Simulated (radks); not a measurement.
All-electron atom: B2+ in [He] 2s1.

Calculated with a radial shooting solver on a logarithmic mesh with Libxc functionals: Dirac Kohn-Sham, relativistic LDA (MacDonald-Vosko exchange, VWN5 correlation), spin-unpolarised, spherical densities, finite nucleus; Fermi nuclear charge, rms radius 2.406 fm.

Energy parts (eV):
part                     energy
total                  -628.905
kinetic                 625.412
electron-nucleus      -1379.422
Hartree                 204.717
exchange-correlation    -79.613

Orbitals (lengths in bohr, moments of r in powers of bohr; r(max) is where P^2 peaks):
| orbital | occ. | eigenvalue (eV) | r(max) | <1/r> | <r^4> | <r^2> | small-component weight |
|---|---|---|---|---|---|---|---|
| 1s1/2 | 2 | -209.0500 | 0.2118 | 4.630 | 0.05830 | 0.1484 | 2.85e-04 |
| 2s1/2 | 1 | -31.3303 | 1.375 | 0.8785 | 17.33 | 3.179 | 4.06e-05 |

The highest occupied level is 2s1/2 at -31.330 eV. The density falls to 0.001 e/bohr^3 at r = 2.88 bohr.
